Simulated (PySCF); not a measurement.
TaOF2, SMILES [F][Ta+]([F])=[O], charge +1, multiplicity 1.

Geometry optimised at PBE-D3(BJ)/def2-TZVP. The spin state was assumed, not searched. The isomer is the one that the SMILES or the coordinates give; other isomers of the formula were not compared. The def2 effective core potentials stand for the cores of Ta; spin–orbit coupling is left out.

All values below come from PBE-D3(BJ)/def2-TZVP (PySCF).

Frequencies are harmonic and unscaled.

```csv
mode,ν (cm⁻¹),IR (km/mol),moving atoms (share of kinetic energy)
1,174,12.0,"F 85 %, Ta 12 %"
2,250,7.9,"F 48 %, O 40 %, Ta 12 %"
3,283,3.7,"O 61 %, F 34 %"
4,732,101.0,"F 87 %, Ta 13 %"
5,743,52.0,F 92 %
6,1029,51.5,"O 91 %, Ta 8 %"
```
